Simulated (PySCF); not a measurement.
## How the method changes the constants of InCl

State: ¹Σ⁺ (singlet), closed shell. Set-up: PySCF, scalar-relativistic core potentials, basis sets In def2-TZVPP with ECP28, Cl def2-TZVPP. De refers to In + Cl in their high-spin ground configurations, without counterpoise correction. A positive dipole means In(−)Cl(+).

```
      Level  Re (Å)  ωe (cm⁻¹)  De (eV)  μ (D)
        RHF   2.430        311     3.40  -3.64
    RHF-MP2   2.400        325     4.68    n/a
RHF-SCS-MP2   2.412        320     4.54    n/a
   RHF-CCSD   2.409        322     4.35    n/a
RHF-CCSD(T)   2.408        323     4.47    n/a
        PBE   2.436        302     4.69  -3.45
       PW91   2.434        303     4.72  -3.45
       BLYP   2.467        290     4.51  -3.66
     r²SCAN   2.412        316     4.67  -3.33
    r²SCANh   2.407        318     4.61  -3.36
       PBE0   2.414        313     4.58  -3.47
  CAM-B3LYP   2.415        314     4.50  -3.57
     B2PLYP   2.423        312     4.54  -3.65
```

Which functional lies closest to RHF-CCSD(T) in De, which farthest, and by how much do they differ from it?

Closest is CAM-B3LYP (+0.7 pm in Re, -2.8 % in ωe, +0.03 eV in De against RHF-CCSD(T) in the same basis), farthest PW91 (+2.6 pm in Re, -6.2 % in ωe, +0.25 eV in De). CCSD(T) converges more slowly with the basis than the functionals do and binds too weakly in this one, so the order can change at the basis-set limit.

What does a quarter of exact exchange do here, going from PBE to PBE0?

PBE0 less PBE: -2.2 pm in Re, +3.6 % in ωe, -0.11 eV in De. Exact exchange removes part of the self-interaction that spreads semilocal densities, and in most molecules shortens and stiffens the bond and lowers De; so it does here.

What does the step from GGA to meta-GGA do here, going from PBE to r²SCAN?

r²SCAN less PBE: -2.4 pm in Re, +4.6 % in ωe, -0.02 eV in De. 

Correlated steps freeze 9 core orbitals. These are scalar-relativistic numbers at best; spin–orbit coupling would shift them, the dissociation energy most. Where the molecule has an RHF reference, its open-shell atoms are computed with UHF. B2PLYP dipoles, levels and charges come from its SCF part alone.
